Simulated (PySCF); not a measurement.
NICS in rings of unrelated molecules.

NICS = −σ at a ghost point: NICS(0) at the centroid of the ring atoms, NICS(1) 1 Å to either side along the normal of their mean plane, zz for the tensor component along that normal. Level: GIAO PBE0/pcSseg-1 (PySCF, non-relativistic, gas phase) on the GFN2-xTB geometries, one conformer each. Atom numbers follow the mapped SMILES.

Question: Order these rings by mean NICS(1)zz, lowest (most negative) first (ppm).
A. ring C9–C10–C11 in `[O:1]=[P@@:2]([O-:3])([CH2:4][C:5]([F:6])([F:7])[F:8])[CH:9]1[CH2:10][CH2:11]1` (charge -1)
B. ring Si7–C8–C9–C10 in `[CH3:1][S:2](=[O:3])(=[O:4])[CH2:5][O:6][SiH:7]1[CH2:8][CH2:9][CH2:10]1`
C. ring C3–O4–C5–C7–P8 in `[CH2:1]=[CH:2][c:3]1[o:4][c:5]([CH3:6])[cH:7][p:8]1`
D. ring C4–C5–C6–C7–C8 in `[SiH3:1][Si@H:2]([PH2:3])[CH:4]1[CH2:5][CH2:6][CH2:7][CH2:8]1`
E. ring C3–C4–P5–C7–C8 in `[CH2:1]=[CH:2][C:3]1=[CH:4][P@H:5](=[O:6])[CH:7]=[CH:8]1`
F. ring C2–N3–N4–N5–C6 in `[CH3:1][c:2]1[n:3][nH:4][n:5][c:6]1[Si:7]([CH3:8])([CH3:9])[CH3:10]`
G. ring C2–N3–N4–N8–C9 in `[CH3:1][c:2]1[n:3][n:4]([SiH:5]([CH3:6])[CH3:7])[n:8][c:9]1[CH3:10]`

Answer: F (-33.5), G (-31.4), A (-25.2), C (-22.4), D (-4.7), E (0.0), B (2.5).

| SMILES | ring | NICS(0) | NICS(1) | NICS(1)zz | HOMA | rms pucker (Å) | ring atoms with four or more neighbours |
| --- | --- | --- | --- | --- | --- | --- | --- |
| Cc1n[nH]nc1[Si](C)(C)C | 5-membered ring with 3 N; formal bonds all aromatic | -13.2 | -13.5 | -33.5 | 0.95 | 0.00 | 0 |
| Cc1nn([SiH](C)C)nc1C | 5-membered ring with 3 N; formal bonds all aromatic | -11.6 | -13.1 | -31.4 | 0.94 | 0.00 | 0 |
| O=[P@@]([O-])(CC(F)(F)F)C1CC1 | 3-membered carbocycle; formal bonds all single | -44.8 | -9.4 | -25.2 | – | 0.00 | 3 |
| C=Cc1oc(C)cp1 | 5-membered ring with O and P; formal bonds all aromatic | -10.1 | -10.0 | -22.4 | 0.43 | 0.00 | 0 |
| [SiH3][Si@H](P)C1CCCC1 | 5-membered carbocycle; formal bonds all single | -5.7 | -4.3 | -4.7 | – | 0.18 | 5 |
| C=CC1=C[P@H](=O)C=C1 | 5-membered ring with P; formal bonds 2 double, 3 single | 0.1 | -2.9 | 0.0 | – | 0.01 | 1 |
| CS(=O)(=O)CO[SiH]1CCC1 | 4-membered ring with Si; formal bonds all single | -0.7 | -1.6 | 2.5 | – | 0.12 | 4 |

NICS(0) gives another order. The isotropic NICS(1) gives another order. HOMA uses Krygowski's 1993 parameters; it is left out where a ring has a four-coordinate atom, a triple bond, no multiple bond or a kind of bond without parameters. NICS(1) and NICS(1)zz are means over the two faces.
